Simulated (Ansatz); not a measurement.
A structure relaxed at PBE0-D4/def2-TZVP, charge 0, multiplicity 1:

```csv
atom,x (Å),y (Å),z (Å)
O1,1.244,-0.525,-1.437
Mo2,0.021,-0.200,-0.358
O3,0.765,0.386,1.236
S4,-1.211,1.299,-1.167
Cl5,-1.208,-2.055,-0.041
H6,0.389,1.096,1.766
```

Problem. Give its formula and SMILES.

Solution. ClHMoO2S, `[O]=[Mo]([OH])(=[S])[Cl]`.

Problem. Summarise the bond lengths by kind.

Solution. 2 × Mo–O 1.663 to 1.855 Å; 1 × Mo–S 2.102 Å; 1 × Cl–Mo 2.247 Å; 1 × H–O 0.962 Å.

All numbers were calculated with Ansatz.
